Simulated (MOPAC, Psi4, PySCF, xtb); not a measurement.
Two rigid molecules brought together: H2O ··· C4H4O (SMILES O and c1ccoc1). Monomers: optimised at B3LYP-D3(BJ) (def2-TZVP), held rigid. Orientation: a random orientation, not optimised. The monomers approach along the line of their centres of mass (distance R); nothing else relaxes.

Geometry at R = 3.79 Å (first 3 atoms: monomer A):
```
12

O     -0.0021     0.3896     0.0000
H      0.7660    -0.1907     0.0000
H     -0.7640    -0.1989     0.0000
C      3.9301     2.2420     1.0715
C      3.7542     1.0752     1.8838
C      3.4412     0.0669     1.0342
O      3.4096     0.5218    -0.2488
C      3.7099     1.8492    -0.2067
H      4.1857     3.2346     1.4007
H      3.8494     1.0038     2.9538
H      3.2223    -0.9769     1.1702
H      3.7252     2.3597    -1.1529
```

- PM6, restricted, heats of formation (MOPAC)
- GFN1-xTB (xtb)
- RKS-B3LYP/6-31G* = restricted B3LYP/6-31G*, spherical d, no counterpoise correction (PySCF)
- SAPT0/jun-cc-pVDZ, frozen core (Psi4)

Interaction energies in kcal/mol; the last columns give the difference from SAPT0:

```
R / Å    PM6  GFN1-xTB  RKS-B3LYP/6-31G*  SAPT0/jun-cc-pVDZ  PM6 − SAPT0/jun-cc-pVDZ  GFN1-xTB − SAPT0/jun-cc-pVDZ  RKS-B3LYP/6-31G* − SAPT0/jun-cc-pVDZ
-----  -----  --------  ----------------  -----------------  -----------------------  ----------------------------  ------------------------------------
3.20    0.89     -0.87              0.60               1.13                    -0.24                         -2.00                                 -0.53
3.42    0.06     -1.31             -0.36              -0.01                     0.07                         -1.30                                 -0.36
3.60   -0.14     -1.25             -0.57              -0.34                     0.20                         -0.92                                 -0.23
3.79   -0.14     -1.06             -0.55              -0.42                     0.28                         -0.64                                 -0.13
4.01   -0.08     -0.82             -0.43              -0.39                     0.31                         -0.43                                 -0.04
4.18   -0.03     -0.66             -0.32              -0.33                     0.30                         -0.33                                  0.01
4.51    0.02     -0.44             -0.14              -0.22                     0.24                         -0.22                                  0.08
4.80    0.04     -0.31             -0.03              -0.14                     0.18                         -0.18                                  0.10
5.31    0.05     -0.19              0.04              -0.06                     0.10                         -0.13                                  0.09
5.97    0.04     -0.10              0.04              -0.01                     0.05                         -0.09                                  0.05
7.02    0.03     -0.04              0.03               0.01                     0.02                         -0.05                                  0.02
8.29    0.02     -0.02              0.02               0.01                     0.01                         -0.03                                  0.01
```

PM6 is furthest from SAPT0/jun-cc-pVDZ at 4.01 (0.31 kcal/mol, above); its mean absolute difference over the points is 0.17 kcal/mol.

GFN1-xTB is furthest from SAPT0/jun-cc-pVDZ at 3.20 (-2.00 kcal/mol, below); its mean absolute difference over the points is 0.52 kcal/mol.

RKS-B3LYP/6-31G* is furthest from SAPT0/jun-cc-pVDZ at 3.20 (-0.53 kcal/mol, below); its mean absolute difference over the points is 0.14 kcal/mol.
